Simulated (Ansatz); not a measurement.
Abridged output of a molecular run in Ansatz:

```
Functional definition: HF
1184 factors; integrals over basis functions are off by at most 1.5e-3 eV
mean field evaluation 1: about -10173.1751 eV, gradient 2.8e1 eV
mean field evaluation 2: about -10173.1870 eV, gradient 2.8e1 eV
mean field evaluation 4: about -10175.5338 eV, gradient 4.5e0 eV
mean field evaluation 8: about -10175.5908 eV, gradient 2.5e-4 eV
mean field -10175.59080072 eV, -373.9460646635 hartree, gradient 3.3e-6 eV, S^2 0.000000; 0 other end points of the search recorded, 0 dependent functions left out
7 core orbitals not correlated: weight in the atoms' cores, before any rotation towards them, 1.000 or more for the frozen orbitals, at most 0.000 for the correlated occupied ones
reference -10175.59080072 eV, -373.9460646635 hartree; 18, 18 occupied and 83, 83 virtual orbitals, 1184 factors
second order -16.01799898 eV of doubles, -0.00000000 eV of singles
cycle   1  -16.92554794 eV  change   -9.1e-1 eV  update   9.8e-2
cycle   2  -17.45313220 eV  change   -5.3e-1 eV  update   3.1e-2
cycle   3  -17.55306703 eV  change   -1.0e-1 eV  update   1.5e-2
cycle   4  -17.54979013 eV  change    3.3e-3 eV  update   4.6e-3
cycle   5  -17.54989838 eV  change   -1.1e-4 eV  update   2.4e-3
cycle   6  -17.54965609 eV  change    2.4e-4 eV  update   8.9e-4
cycle   7  -17.54933320 eV  change    3.2e-4 eV  update   4.4e-4
cycle   8  -17.54941261 eV  change   -7.9e-5 eV  update   1.9e-4
cycle   9  -17.54943718 eV  change   -2.5e-5 eV  update   7.3e-5
cycle  10  -17.54942188 eV  change    1.5e-5 eV  update   2.3e-5
perturbative correction -0.52970150 eV, -0.0194661713 hartree
Total energy: -10193.66992411 eV, -374.6104601934 hartree
```

Its atoms:

Cartesian coordinates in Å:
```
C -0.5234 -0.6779 1.0938
N 0.2570 -0.0938 0.0263
C -0.2201 -0.5133 -1.2723
Sb 0.4394 1.9520 0.1919
H -0.4645 -1.7714 1.0285
H -1.5947 -0.4097 1.0752
H -0.1176 -0.3866 2.0665
H 0.4117 -0.0991 -2.0629
H -0.1602 -1.6064 -1.3441
H -1.2663 -0.2315 -1.4869
H 1.4618 1.8341 1.5620
H 1.7769 2.0036 -0.8780
```

Which basis set was used?
A. def2-QZVPP
B. cc-pV(T+d)Z
C. cc-pV(Q+d)Z
D. def2-SVP

D. It gives 108 functions.

Write the keys of the input that set method, charge and spin (a neutral closed shell needs none for the last two).


```yaml
correlation: {method: ccsd_t}
```
